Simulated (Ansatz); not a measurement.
Start from `C#C[Si](F)(F)F` and change one atom or group to get `C=C[Si](F)(F)F`.

Ansatz, PBE0-D4/def2-TZVP geometries, multiplicity 1. Each molecule was computed in one conformer, which needn't be the lowest.

```csv
property,`C#C[Si](F)(F)F`
LUMO energy (PBE/def2-TZVPP) / eV,-1.78
size of the dipole moment (ωB97M-V/def2-TZVPP) / D,2.45
HOMO energy (B3LYP/def2-TZVPP) / eV,-9.03
LUMO energy (PBE0/def2-TZVPP) / eV,-0.82
size of the dipole moment (PBE/def2-TZVPP) / D,2.34
"ideal-gas entropy at 298 K and 1 bar (rigid rotor, harmonic PBE0-D4/def2-TZVP) / J/(mol·K)",327
```

(1) What does the change do to each property? (An estimate is asked.)

## Answers

(1) Ansatz gave: 
```json
{"property": "LUMO energy (PBE/def2-TZVPP) / eV", "`C=C[Si](F)(F)F`": "-2.19", "shift": "-0.41"}
{"property": "size of the dipole moment (ωB97M-V/def2-TZVPP) / D", "`C=C[Si](F)(F)F`": "2.56", "shift": "0.11"}
{"property": "HOMO energy (B3LYP/def2-TZVPP) / eV", "`C=C[Si](F)(F)F`": "-8.63", "shift": "0.40"}
{"property": "LUMO energy (PBE0/def2-TZVPP) / eV", "`C=C[Si](F)(F)F`": "-1.19", "shift": "-0.37"}
{"property": "size of the dipole moment (PBE/def2-TZVPP) / D", "`C=C[Si](F)(F)F`": "2.46", "shift": "0.12"}
{"property": "ideal-gas entropy at 298 K and 1 bar (rigid rotor, harmonic PBE0-D4/def2-TZVP) / J/(mol·K)", "`C=C[Si](F)(F)F`": "345", "shift": "18"}
```

With PBE0 the HOMO rises by 0.40 eV and the LUMO falls by 0.37 eV, so the gap narrows by about 0.77 eV. PBE moves the HOMO by 0.30 eV and ωB97M-V by 0.42 eV. The zero-point energy changes by 61.4 kJ/mol with +6 modes. Dipoles are sizes alone; their direction can turn.

B3LYP here is the variant with VWN-RPA as its local correlation; programs differ in this.
